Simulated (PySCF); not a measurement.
## Correlation energy of P (phosphorus, neutral)

[Ne] 3s1 3p4, high-spin 4P determinant (an excited configuration). All numbers are calculated (PySCF 2.14, the spin-free X2C one-electron Hamiltonian (Gaussian nucleus), in x2c-TZVPPall with one added diffuse shell each of s, p, d type (6s6p4d1f, 51 functions)). Frozen: 1s2; 13 electrons correlated.

```csv
level,correlation energy (mhartree)
CCSD,-268.31
(T),-12.80
CCSD(T),-281.11
```

Diagnostics: T1 = 0.024, D1 = 0.1170, largest double amplitude 0.217.

A double-excitation amplitude exceeds 0.15, a sign of near-degeneracy.

Cost of the coupled-cluster step: about 12 core-seconds, for 13 correlated electrons.

This basis was not built for core-valence correlation, so the inner-shell part is incomplete.
